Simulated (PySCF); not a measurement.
C7H12BF.
Atom-mapped SMILES: `[CH2:1]=[CH:2][CH2:3][C@@H:4]1[CH2:5][BH:6][CH2:7][C@H:8]1[F:9]` (hydrogens: H10, H11 on C1; H12 on C2; H13, H14 on C3; H15 on C4; H16, H17 on C5; H18 on B6; H19, H20 on C7; H21 on C8)

Geometry (PBE0-D3(BJ)/def2-SVP, Å), atoms numbered from 1 in this order:
```xyz
21
C7H12BF angstrom
C      3.5852   -0.4251    0.0852
C      2.3718   -0.9060    0.3587
C      1.1863   -0.8120   -0.5478
C      0.0377    0.0131    0.0281
C     -0.6382   -0.5213    1.2977
B     -2.0793    0.1021    1.2731
C     -2.2796    0.7474   -0.1404
C     -1.1190    0.2006   -0.9533
F     -0.7527    1.0144   -2.0045
H      4.4112   -0.5161    0.7954
H      3.7977    0.0763   -0.8651
H      2.2061   -1.4005    1.3246
H      1.4860   -0.3739   -1.5134
H      0.8060   -1.8296   -0.7616
H      0.4208    1.0294    0.2391
H     -0.0558   -0.4121    2.2248
H     -0.8230   -1.6152    1.1968
H     -2.8811    0.0929    2.1773
H     -3.2661    0.7065   -0.6234
H     -2.0754    1.8231    0.0594
H     -1.3924   -0.7798   -1.3906
```

All values: PBE0/pcSseg-1 (PySCF, non-relativistic), on one gas-phase PBE0-D3(BJ)/def2-SVP geometry that isn't relaxed in the solvent. The solvent is an IEF-PCM continuum (van der Waals radii × 1.2). Only the electrostatic response of the medium enters.

```csv
run,E − E(gas) (kcal/mol),HOMO (eV),HOMO–LUMO gap (eV),dipole (D)
gas,0.00,-7.42,6.37,1.61
P,-3.45,-7.40,6.59,2.03
Q,-1.80,-7.40,6.48,1.81
```

Problem. The runs were made in benzene and dichloromethane. Which run belongs to which solvent?

Solution. P = dichloromethane, Q = benzene. The dielectric constants are 2.271 (benzene), 8.93 (dichloromethane), and the energy falls further as ε rises. In this model the ground state sees the solvent through ε alone.

Problem. How constant is the ratio of the lowering to (ε − 1)/(2ε + 1)?

Solution. 
| solvent | (ε − 1)/(2ε + 1) | E − E(gas) (kcal/mol) | ratio (kcal/mol) | polarisation term (kcal/mol) |
| --- | --- | --- | --- | --- |
| benzene | 0.229 | -1.80 | -7.9 | -1.89 |
| dichloromethane | 0.420 | -3.45 | -8.2 | -3.79 |

The ratio changes by +4.3 % in size from benzene to dichloromethane. The polarisation term is half the interaction of the solute with the induced surface charges.
